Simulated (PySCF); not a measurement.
SbH2Br, SMILES [SbH2][Br].

Geometry optimised at PBE0-D3(BJ)/def2-TZVP. The def2 effective core potentials stand for the cores of Sb; spin–orbit coupling is left out.

These are TDA-M06-2X/def2-SVPD (PySCF 2.14.0) values and carry that method's errors.

Vertical excitations. Isolated molecule, no solvent. State labels are in the subgroup Cs.

Q: List the lowest excited states. (An estimate is asked for; the answer gives what the named calculation found.)

A: 
```csv
state,symmetry,energy (eV),λ (nm),f,main pairs
S1,A',4.50,275,0.050,HOMO→LUMO 96 %
S2,A",5.16,240,0.005,HOMO−1→LUMO 97 %
S3,A',5.98,207,0.072,HOMO−2→LUMO 88 %
S4,A",6.22,199,0.087,HOMO→LUMO+1 93 %
S5,A',6.37,195,0.059,HOMO→LUMO+2 94 %
S6,A',7.04,176,0.011,HOMO−1→LUMO+1 88 %
S7,A",7.08,175,0.003,HOMO−4→LUMO 89 %
S8,A",7.30,170,0.002,HOMO−1→LUMO+2 91 %
S9,A",7.57,164,0.037,HOMO−2→LUMO+1 93 %
S10,A',7.74,160,0.442,"HOMO−3→LUMO 55 %, HOMO−2→LUMO+2 9 %"
T1,A',3.58,347,0,HOMO→LUMO 89 %
T2,A",4.80,258,0,HOMO−1→LUMO 82 %
T3,A",4.84,256,0,"HOMO→LUMO+1 70 %, HOMO−1→LUMO 14 %"
T4,A',5.23,237,0,HOMO−2→LUMO 86 %
```
Triplets are in the Tamm–Dancoff approximation.
